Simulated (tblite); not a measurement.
CH₃Zn (SMILES [CH3][Zn+]), charge +1, singlet, at a GFN2-xTB geometry (such geometries of metal compounds can be far from the true shape); tblite with GFN1-xTB with ALPB(water).

The tblite input:
```
$ tblite run mol.xyz --method gfn1 --charge 1 --spin 0 --alpb water --json tblite.json --no-restart

# file mol.xyz
5

Zn    -0.34914678    -0.20143649    -0.26629558
C      1.09381840     0.63106679     0.83425947
H      1.59595133    -0.20267503     1.33375943
H      0.57940379     1.30261333     1.52792074
H      1.73613783     1.15675559     0.12163043
```

Output, abridged:

```
xTB calculator
 | screened Coulomb repulsion
 | Coulomb electrostatics
 |  * isotropic Klopman-Ohno-Mataga-Nishimoto electrostatics
 |  * onsite third-order electrostatics
 | DFT-D3(BJ) dispersion correction
 | Interactions (3)
 | [1] alpb/gbsa reaction field model
 | [2] cds contribution to solvation
 | [3] empirical free energy shift and standard state/solvent correction

halogen bonding energy    0.0000000000000E+00 Eh
repulsion energy          5.3304422855624E-02 Eh
dispersion energy        -8.6771624354177E-04 Eh
interaction energy       -5.7175502201676E-03 Eh
number of electrons       8.0000000000000E+00 e
integral cutoff           3.9672993110968E+01 bohr

------------------------------------------------------------
  cycle        total energy    energy error   density error
------------------------------------------------------------
      1     -3.904320130534  -3.9510393E+00   7.5897106E-01
      2     -4.077633860601  -1.7331373E-01   2.3478407E-01
      3     -4.117055775553  -3.9421915E-02   1.9977501E-01
      4     -4.123364317927  -6.3085424E-03   4.1743806E-02
      5     -4.125325256097  -1.9609382E-03   7.2015693E-03
      6     -4.125307625377   1.7630720E-05   6.8213390E-03
      7     -4.125343965544  -3.6340166E-05   1.7472722E-03
      8     -4.125347516982  -3.5514384E-06   2.8758419E-04
      9     -4.125347548116  -3.1134509E-08   6.2526045E-05
     10     -4.125347551818  -3.7015058E-09   8.5537805E-08
------------------------------------------------------------

electronic energy        -4.1720667082098E+00 Eh
total energy             -4.1253475518179E+00 Eh

Post processing:
 | Mayer-Wiberg bond orders

[Info] JSON dump of results written to 'tblite.json'
```
